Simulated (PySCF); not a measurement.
H4N, SMILES [NH4+], charge +1.

Geometry: B3LYP-D3(BJ)/def2-TZVPD.

Level of theory: PySCF with PBE/def2-TZVPD.

Symmetry labels are those of the subgroup D2 that the program uses (full group Td).

Computed valence orbital energies around the gap with their symmetry:
```tsv
orbital	symmetry	energy (eV)
HOMO−4	A	-390.58
HOMO−3	A	-31.74
HOMO−2	B1	-21.01
HOMO−1	B2	-21.01
HOMO	B3	-21.01
LUMO	A	-6.87
LUMO+1	B1	-4.66
LUMO+2	B2	-4.66
LUMO+3	B3	-4.66
```
